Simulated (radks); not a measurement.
Spherical quantum dot in the effective-mass picture: electrons in a hard-walled sphere of radius 2.79, with a point charge +2 (a donor) at the centre, all in effective atomic units (hartree* = m*/eps^2 hartree, bohr* = eps/m* bohr), one dielectric constant everywhere. Method: non-relativistic Kohn-Sham, LDA (Slater exchange, Perdew-Wang correlation), spin-polarised, spherical densities; computed with a radial shooting solver with Libxc functionals. Levels are named by radial order and angular momentum (1s, 1p, 1d, 2s, ...), and open shells are averaged over m.

N = 22, configuration 1s2 1p6 1d10 2s2 1f(up 2, down 0). This is the lowest configuration that the search found. Occupied and some empty levels:

level,occupation,eigenvalue (hartree*),<r> (bohr*)
1s up,1,9.7875,1.549
1s down,1,9.8125,1.534
1p up,3,10.300,1.869
1p down,3,10.334,1.866
1d up,5,10.942,1.963
1d down,5,10.979,1.962
2s up,1,11.023,1.142
2s down,1,11.037,1.153
1f up,2,11.783,2.030
1f down,0,11.821,2.029
1g up,0,12.811,2.083
1g down,0,12.850,2.083
2p up,0,12.960,1.408
2p down,0,12.977,1.408
2d up,0,14.457,1.572
2d down,0,14.478,1.571

Energy (hartree*): total 122.028, kinetic 45.698, external -29.630, Hartree 118.65, exchange-correlation -12.693.
